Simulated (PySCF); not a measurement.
Computed with PBE0 in PySCF with Pb def2-TZVP with ECP60, H def2-TZVP; scalar-relativistic core potentials, no spin–orbit coupling; density-fitted integrals. Open shells, if any, are unrestricted.

Problem. What shape and geometry does isolated singlet [PbH3]+ take (every ligand bound to Pb)?

Solution. Counting electrons, lead keeps none of its valence electrons outside its bonds, so the VSEPR class is AX3 and the expected shape is trigonal planar (D3h), as computed. The lowest minimum found is a singlet of D3h symmetry with Pb–H 1.732 Å (×3); H–Pb–H 120.0° (×3). Its harmonic wavenumbers are 576 (e'), 687 (a2''), 1902 (a1'), 1969 (e') cm⁻¹ and its dipole moment is 0.00 D about the centre of mass.

Other isomers or separated fragments may lie lower. With an element this heavy the missing spin–orbit coupling can shift these numbers.
